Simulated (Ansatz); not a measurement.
Species: sum formula H5Si2O3, net charge 0, doublet state. It need not be the lowest isomer of its formula. 
Geometry from a B3LYP-D3(BJ)/def2-TZVP (Ansatz, a quantum-chemistry and plane-wave program) optimisation:
SMILES: O[Si](O)([SiH2])O
```xyz
10

O     -0.5528    -1.6087    -0.5511
Si    -0.3412    -0.1350     0.1346
O     -1.6226     0.8275    -0.2247
O     -0.3325    -0.1806     1.7872
Si     1.6402     0.6508    -0.8037
H     -1.4043    -2.0434    -0.4407
H     -1.9287     1.4170     0.4701
H      0.3884    -0.6426     2.2230
H      2.8006    -0.2643    -0.6463
H      2.0203     2.0072    -0.3293
```
Charge 0, spin multiplicity 2.

Atomisation energy built up term by term with Ansatz (kcal/mol; UHF references for open shells; valence terms freeze the core; atomic spin-orbit terms are left out). CBS marks a two-point X^-3 extrapolation of the correlation energy; Hartree-Fock from the larger set.

| term | basis | kcal/mol |
|---|---|---|
| Hartree-Fock | cc-pV(Q+d)Z | 614.52 |
| CCSD correlation | CBS(cc-pV(T+d)Z,cc-pV(Q+d)Z) | 242.92 |
| (T) | CBS(cc-pV(T+d)Z,cc-pV(Q+d)Z) | 15.58 |
| core correlation | cc-pwCVTZ | 0.95 |
| scalar relativity (X2C) | cc-pVTZ-DK against cc-pVTZ | -2.26 |
| sum: De |  | 871.7 |

(T) makes 1.8 % of the CCSD(T) atomisation energy; under 5 % is typical of single-reference molecules.
